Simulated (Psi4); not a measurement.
AlI$_{3}$ (SMILES [I][Al]([I])[I]), singlet, geometry from GFN2-xTB (such geometries of metal compounds can be far from the true shape) (core potentials on I). Base run: HF/def2-SVP run with Psi4.

The Psi4 input:
```
memory 2 GB

molecule {
0 1
  Al   -0.00000000   -0.00000000   -0.00000000
  I    -2.05711704   -1.44131268   -0.05276184
  I     0.00659413    2.22306763   -1.17039456
  I     2.05052292   -0.78175495    1.22315640
}

set basis def2-svp
set stability_analysis check
set scf_type pk

energy('scf')
print_variables()
```

The bond that is stretched is that between atoms 3 and 1. A test that says stable can miss a lower solution.

Each row names what was changed in the base input (with any setting that the change needs).

| change | ΔE vs base (kcal/mol) | <S^2> | outcome |
|---|---|---|---|
| base | 0.000 | 0.000 | converged |
| stability_analysis = follow; reference = uhf | 0.000 | 0.000 | converged |
| bond × 1.25 | 30.37 | 0.000 | converged |
| stability_analysis = follow; reference = uhf; bond × 1.25 | 30.37 | 0.000 | converged |
| bond × 1.5 | 64.7 | 0.000 | converged |
| stability_analysis = follow; reference = uhf; bond × 1.5 | 53.62 | 0.755 | converged |
| bond × 1.8 | 94.4 | 0.000 | converged |
| stability_analysis = follow; reference = uhf; bond × 1.8 | 58.52 | 0.977 | converged |
| bond × 2.2 | 117.9 | 0.000 | converged |
| stability_analysis = follow; reference = uhf; bond × 2.2 | - | - | not converged |
| bond × 3.0 | - | - | not converged |
| stability_analysis = follow; reference = uhf; bond × 3.0 | - | - | not converged |

Psi4 reported an instability in these rows: stability_analysis = follow; reference = uhf; bond × 1.5; stability_analysis = follow; reference = uhf; bond × 1.8; stability_analysis = follow; reference = uhf; bond × 2.2 (restricted rows aren't judged here).

Where a bond breaks into two radicals, a solution with restricted orbitals usually stops being the lowest and lies too high; an unrestricted one lies lower at the price of spin contamination, which <S^2> shows.
